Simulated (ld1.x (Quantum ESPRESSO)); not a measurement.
## What the settings do to the TM potential of tin (Sn)

Base potential:

* Element: tin
* Generator: ld1.x (Quantum ESPRESSO) 7.5
* Type: norm-conserving Troullier–Martins (Kleinman–Bylander form)
* Functional: PBEsol
* Relativity: scalar-relativistic
* Frozen core: [Kr]
* Valence charge: 14
* Reference configuration: 4d10 5s2 5p0.5 (charge +1.5)
* Partial waves: 5p (bound): rc 2.00 bohr; 4d (bound): rc 1.75 bohr; 5s (bound): rc 1.85 bohr
* Local potential: the s channel
* Core correction: a·sin(br)/r model core inside 1.45 bohr

All-electron outer shells of the reference configuration (PBEsol, scalar-relativistic, ld1.x):

```json
{"shell": "4p", "level (eV)": "-102.16", "outermost node (bohr)": "0.41", "outermost maximum (bohr)": "0.79"}
{"shell": "4d", "level (eV)": "-38.34", "outermost node (bohr)": "0.39", "outermost maximum (bohr)": "0.88"}
{"shell": "5s", "level (eV)": "-21.92", "outermost node (bohr)": "0.98", "outermost maximum (bohr)": "1.97"}
{"shell": "5p", "level (eV)": "-13.94", "outermost node (bohr)": "1.08", "outermost maximum (bohr)": "2.37"}
```

Cutoffs, loose and tight: the cutoffs (Ry, on a coarse ladder) from which the occupation-weighted sum of valence levels, in a spherical-Bessel basis at the reference potential, stays within 10 and 1 mRy of its value at 400 Ry. They do not see the model core or the augmentation charge, which bear on the density cutoff. Test errors are all-electron minus pseudo excitation energies from the reference, over the configurations 4d10 5s2 5p2; 4d10 5s2 5p1; 4d10 5s2 5p0; 4d10 5s1 5p3; 4d9 5s2 5p2; 4d10 5s1 5p2; 4d10 5s1 5p0. A dash means not determined; rows that change the core or the reference have their own tests.

A true bound ghost makes a file unfit for plane-wave use even where its test errors are small: the radial tests pick states by their node count and pass the ghost by.

| change | outcome | cutoff, loose | cutoff, tight | bound ghosts | largest test error (meV) |
| --- | --- | --- | --- | --- | --- |
| base | generated | 80 Ry | 120 Ry | none | -329 |
| all radii but the core radius scaled by about 0.80 (s 1.48, p 1.60, d 1.40 bohr) | generated | 100 Ry | 160 Ry | p | -94 |
| all radii but the core radius scaled by about 0.84 (s 1.56, p 1.68, d 1.48 bohr) | generated | 90 Ry | 160 Ry | p | -187 |
| all radii but the core radius scaled by about 1.05 (s 1.94, p 2.10, d 1.84 bohr) | generated | 70 Ry | 120 Ry | none | -327 |
| all radii but the core radius scaled by about 1.17 (s 2.16, p 2.34, d 2.06 bohr) | generated | 70 Ry | 110 Ry | none | -274 |
| all radii but the core radius scaled by about 1.28 (s 2.36, p 2.56, d 2.24 bohr) | generated | 55 Ry | 100 Ry | none | -155 |
| all radii but the core radius scaled by about 1.38 (s 2.56, p 2.76, d 2.42 bohr) | generated | 50 Ry | 90 Ry | none | -27 |

Reading the sweep of the scale of all radii but the core radius (base = 1) (base included, trends over the rows without a ghost): The loose cutoff falls from 80 Ry at 1 to 50 Ry at 1.38. A larger radius leaves more room for a smooth pseudo-wave, so fewer plane waves are needed; a smaller one forces it to follow the all-electron wave where it bends sharply. The median size of the test errors (rows with all tests solved) rises from 2.1 meV at 1 to 7.3 meV at 1.38. More of the atom is replaced by a form fitted at one configuration, so other configurations suffer as the radius grows. Bound ghosts are found at 0.8, 0.84.
